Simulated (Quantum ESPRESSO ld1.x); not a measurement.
Results of a calculation; reference values are marked as such.
All-electron atom: Ar+ in [He] 2s2 2p4 3s2 3p5 4f2 (not the ground configuration). Code: ld1.x of Quantum ESPRESSO 7.5. Model: non-relativistic Kohn-Sham, LDA (Slater exchange, Perdew-Wang correlation), spin-polarised, spherical densities, point nucleus; open shells are filled with parallel spins first. Some entries of the table are withheld. Estimate them.

| orbital | occ. | eigenvalue (eV) | <1/r> (bohr^-1) |
|---|---|---|---|
| 1s up | 1 | -3226.93 | 17.51 |
| 1s down | 1 | -3220.62 | 17.53 |
| 2s up | 1 | -387.059 | 3.678 |
| 2s down | 1 | -377.506 | 3.647 |
| 2p up | 3 | -329.671 | 3.616 |
| 2p down | 1 | -318.549 | 3.588 |
| 3s up | 1 | -65.0956 | 1.182 |
| 3s down | 1 | -62.8253 | 1.167 |
| 3p up | 3 | -49.3487 | 1.099 |
| 3p down | 2 | -47.1127 | 1.080 |
| 3d up | 0 | -25.0700 | 0.9224 |
| 3d down | 0 | -23.2007 | 0.8922 |
| 4s up | 0 | (1) | 0.4276 |
| 4s down | 0 | (2) | 0.4303 |
| 4p up | 0 | -11.3834 | 0.3714 |
| 4p down | 0 | -10.2983 | 0.3743 |
| 4f up | 2 | -3.3426 | (3) |
| 4f down | 0 | -2.5213 | (4) |
| 5f up | 0 | (5) | 0.1034 |
| 5f down | 0 | (6) | 0.09269 |

Answer. 
(1) 4s up eigenvalue (eV): -15.0568
(2) 4s down eigenvalue (eV): -14.0383
(3) 4f up <1/r> (bohr^-1): 0.1784
(4) 4f down <1/r> (bohr^-1): 0.1621
(5) 5f up eigenvalue (eV): -1.3136
(6) 5f down eigenvalue (eV): -1.0912
